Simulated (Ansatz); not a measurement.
Molecule: sum formula AlN2H4Cl, net charge 0, singlet state. 
Geometry from a B3LYP-D3(BJ)/def2-TZVP (Ansatz, a first-principles code) optimisation:
SMILES: [NH2][Al]([NH2])[Cl]
```xyz
8

N      1.5438    -1.2244     0.2724
Al    -0.0016    -0.3959     0.1083
N     -1.5537    -1.1808     0.3852
Cl     0.0067     1.6358    -0.4473
H      1.6689    -2.1895     0.5311
H      2.4347    -0.7815     0.1155
H     -2.4409    -0.7129     0.2931
H     -1.6867    -2.1423     0.6533
```
Charge 0, spin multiplicity 1.

PBE beside other levels, property by property. Valence correlation only, unless marked. UHF or UKS for open shells. No spin-orbit coupling. No relativistic terms. CBS marks a two-point X^-3 extrapolation of the correlation energy; Hartree-Fock from the larger set. The bracket is a focal-point correction in the basis named. Atomisation energies are electronic, to ground-state atoms; the column to compare with has the core term from cc-pwCVTZ added, other frozen-core levels have none. Vertical energies are electronic, to the SCF solution reached for that spin. The coupled-cluster column (Ansatz) is a level with limits of its own: (a) RI-MP2/CBS(aug-cc-pV(T+d)Z,aug-cc-pV(Q+d)Z)+[CCSD(T)-MP2]/aug-cc-pV(T+d)Z; (b) CCSD(T)/CBS(aug-cc-pV(T+d)Z,aug-cc-pV(Q+d)Z).

```tsv
property	SVWN5/def2-TZVPD (Ansatz)	CAM-B3LYP/def2-TZVPD (Ansatz)	wB97X-V/def2-TZVPD (Ansatz)	coupled cluster
vertical triplet-singlet gap (eV)	4.82	5.54	5.83	5.67 (a)
atomisation energy (kcal/mol)	746.2	658.9	661.8	663.2 (b)
```

Q: What does PBE/def2-TZVPD (Ansatz) give for each property, and on which side of coupled cluster does it fall?

A: 
- vertical triplet-singlet gap: PBE lies 0.97 eV below coupled cluster; PBE gives 4.70 eV.
- atomisation energy: PBE lies 0.2 kcal/mol above coupled cluster; PBE gives 663.4 kcal/mol.
